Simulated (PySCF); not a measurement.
**Solvent effects on NMR parameters**

Bonds (- single, = double, # triple, : aromatic): F1-B2, B2-F3, B2-C4, C4-C5, C5=C6, C6-C7, C7-F8, C7-C9, C9-C4. C4 carries H10; C5 carries H11; C6 carries H12; C7 carries H13; C9 carries H14, H15. Stereochemistry as in FB(F)[C@@H]1C=C[C@@H](F)C1. H14 is cis to B2 on the ring; H15 is trans to B2 on the ring.

GIAO PBE0/pcSseg-1 in PySCF 2.14.0 with density-fitted response routines on one PBE0-D3(BJ)/def2-SVP conformer, non-relativistic, equivalent nuclei averaged. Solvents enter as an IEF-PCM continuum (chloroform with ε = 4.7, acetonitrile with ε = 35.7) around the gas-phase geometry. Shifts are referred to CFCl3, BF3·OEt2, TMS computed in the same medium.

In chloroform, δ in ppm: F1/F3 -73.6, F8 -195.6, B2 27.6, C6 143.7, C5 142.1, C7 100.6, C9 37.2, C4 34.3, H12 6.33, H11 6.20, H13 5.93, H10 2.57, H14 2.54, H15 1.95. Dipole moment 1.41 D.

Q: How does each δ change in the more polar medium?

A: 
```
atoms                                environment  Δδ, acetonitrile
F1/F3                       fluorine bonded to B              -0.4
   F8                  fluorine on an sp3 carbon              -1.0
   B2                     boron bonded to C, 2 F              +0.2
   C6                                  alkene CH              -0.2
   C5                                  alkene CH              +1.1
   C7                 allylic sp3 CH bonded to F              +0.6
   C9                          sp3 CH2 in a ring              +0.3
   C4                 allylic sp3 CH bonded to B              +0.4
  H12                   hydrogen on an alkene CH             +0.01
  H11                   hydrogen on an alkene CH             +0.08
  H13  hydrogen on an allylic sp3 CH bonded to F             +0.04
  H10  hydrogen on an allylic sp3 CH bonded to B             +0.09
  H14           hydrogen on an sp3 CH2 in a ring             +0.04
  H15           hydrogen on an sp3 CH2 in a ring             -0.02
```

Changes are relative to chloroform. The dipole moment becomes 1.51 D in acetonitrile.

Q: Which nuclei move most (in ppm), and what does the model miss?

A: C5 (alkene CH, +1.1 ppm) in acetonitrile. A continuum only polarises the solute; specific hydrogen bonds, the anisotropy of aromatic solvents and changes of geometry or conformer are outside it.
